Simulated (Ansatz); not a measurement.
Isolated molecules relaxed with PBE0-D4/def2-TZVP in Ansatz; ΔE leaves out vibrations. CBS: MP2 limit from def2 TZ/QZ plus the TZ coupled-cluster correction, frozen cores. This one scheme is used for every species. DFT in def2-TZVPP. B3LYP here is the variant with VWN-RPA as its local correlation; programs differ in this. No spin–orbit coupling; open shells (•) take unrestricted orbitals.

`[SiH3][SiH]([SiH3])[SiH3]` → `[SiH3]`• + `[SiH3][SiH][SiH3]`•  (homolysis of the Si–Si bond)

```json
{"level": "B3LYP", "ΔE (kJ/mol)": "288.5"}
{"level": "RPA@PBE/def2-TZVPP", "ΔE (kJ/mol)": "297.4"}
{"level": "CCSD(T)/def2-SVP", "ΔE (kJ/mol)": "298.1"}
{"level": "CCSD(T)/def2-TZVPP", "ΔE (kJ/mol)": "310.5"}
```

Q: What does CCSD(T)/CBS give? (Estimate.)

A: Computed: +322.3 kJ/mol. The listed levels differ from it by -33.8, -24.9, -24.2, -11.8 kJ/mol.

Largest T1 diagnostic among the species: 0.015.

Leaving LDA and LC-ωPBE aside and taking each functional with its dispersion term where it has one, the values, not all of them listed here, spread over 31.1 kJ/mol, from r2SCAN-D4 to ωB97X-V. LDA lies +47.5 kJ/mol from PBE without D4, its usual overbinding. From BLYP to BHLYP (50 % exact exchange), in def2-TZVPP and without D4, ΔE moves by +13.5 kJ/mol. In def2-TZVPP, CCSD(T) changes the Hartree–Fock value by +88.4 kJ/mol (the triples alone add +8.0 kJ/mol) and MP2 by +93.0 kJ/mol; breaking electron pairs costs correlation energy, which Hartree–Fock lacks.

CCSD(T)/CBS has its own doubt, a few kJ/mol and more with outer-core shells, so smaller differences from it don't rank the levels.
